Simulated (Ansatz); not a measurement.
Program: Ansatz 0.2.0.

A structure relaxed at PBE0-D4/def2-TZVP, charge 0, multiplicity 1:

```json
{"atom": "S1", "x (Å)": "0.667", "y (Å)": "1.359", "z (Å)": "-0.820"}
{"atom": "Ge2", "x (Å)": "-0.419", "y (Å)": "-0.246", "z (Å)": "0.271"}
{"atom": "H3", "x (Å)": "1.785", "y (Å)": "0.636", "z (Å)": "-0.990"}
{"atom": "H4", "x (Å)": "0.331", "y (Å)": "-0.619", "z (Å)": "1.559"}
{"atom": "H5", "x (Å)": "-0.576", "y (Å)": "-1.489", "z (Å)": "-0.619"}
{"atom": "H6", "x (Å)": "-1.788", "y (Å)": "0.359", "z (Å)": "0.599"}
```

(1) Give its formula and SMILES.

(2) Point group (tolerance 0.08 Å, 0.16 Å for H)?

(3) Summarise the bond lengths by kind.

## Answers

(1) GeH4S, `[SH][GeH3]`.

(2) Cs.

(3) 1 × Ge–S 2.224 Å; 1 × H–S 1.343 Å; 3 × Ge–H 1.533 to 1.536 Å.
